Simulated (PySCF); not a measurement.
Here is a computed PBE0-D3(BJ)/def2-SVP geometry (Å):
```
atom  x, y, z in Å
C1    -1.1047   -1.7686    0.9118
C2    -1.1986   -0.3593    0.3473
As3    0.2625    0.8339    0.9290
C4    -0.3043    2.4119   -0.0946
C5     1.6258    0.2598   -0.4233
C6     2.1777   -1.0455   -0.1380
N7     2.5878   -2.1006    0.1107
H8    -0.2026   -2.2943    0.5663
H9    -1.0763   -1.7583    2.0123
H10   -1.9758   -2.3701    0.6088
H11   -1.2331   -0.3625   -0.7548
H12   -2.1229    0.1351    0.6904
H13   -1.1629    2.8733    0.4140
H14    0.5119    3.1481   -0.1205
H15   -0.5940    2.1523   -1.1238
H16    2.4331    1.0083   -0.4120
H17    1.1712    0.2616   -1.4265
```

Neutral, closed shell.

**Question.** Which heavy atoms are bonded, and with what formal order?

**Answer.** C1–C2 1.52 Å (single); C2–As3 1.97 Å (single); As3–C4 1.96 Å (single); As3–C5 2.00 Å (single); C5–C6 1.45 Å (single); C6–N7 1.16 Å (triple). Bonds to hydrogen (Å): C1–H8 1.10; C1–H9 1.10; C1–H10 1.10; C2–H11 1.10; C2–H12 1.10; C4–H13 1.10; C4–H14 1.10; C4–H15 1.10; C5–H16 1.10; C5–H17 1.10.

**Question.** Which species is it?

**Answer.** `CC[As](C)CC#N`, C5H10AsN.

**Question.** What is the point group of this geometry?

**Answer.** C1 (no symmetry element, even within 0.4 Å).

**Question.** Describe the place of each heavy atom.

**Answer.** C1: methyl carbon; C2: chain CH2 carbon; As3: arsenic bonded to 3 C; C4: methyl carbon; C5: sp3 carbon next to a nitrile; C6: nitrile carbon; N7: nitrile nitrogen.

**Question.** What is the arrangement about C6?

**Answer.** It has 2 neighbours (C5, N7) and is linear (angle 178.1°).

**Question.** What is the arrangement about C4?

**Answer.** It has 4 neighbours (As3, H13, H14, H15) and is tetrahedral (angles from 108.0° to 112.0°).
